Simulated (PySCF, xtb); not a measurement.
C2H12Si4, SMILES C1[SiH]([SiH3])C[SiH2][SiH2]1. Other conformers were not sampled.

Harmonic wavenumbers (cm⁻¹) from xtb with GFN2-xTB at its own minimum, in rising order: 17, 59, 67, 94, 165, 240, 252, 343, 423, 425, 432, 454, 473, 527, 534, 582, 591, 605, 626, 668, 694, 716, 721, 762, 778, 793, 799, 820, 823, 826, 990, 1004, 1117, 1120, 1468, 1471, 2098, 2163, 2181, 2190, 2192, 2212, 2226, 2229, 2961, 2964, 2990, 2992.

What does PBE0-D3(BJ)/def2-SVP run with PySCF 2.14.0 give at its own minimum? (Estimate from the structure and the level; the computed values follow.)

68, 70, 98, 101, 180, 244, 280, 356, 418, 429, 468, 491, 502, 566, 579, 626, 647, 686, 697, 701, 721, 771, 791, 822, 834, 874, 925, 933, 935, 935, 965, 1002, 1029, 1038, 1364, 1375, 2193, 2207, 2209, 2216, 2216, 2219, 2223, 2224, 3074, 3074, 3151, 3151. Paired by order, the mean absolute difference is 55 cm⁻¹ and the zero-point energies are 74.2 and 76.7 kcal/mol.
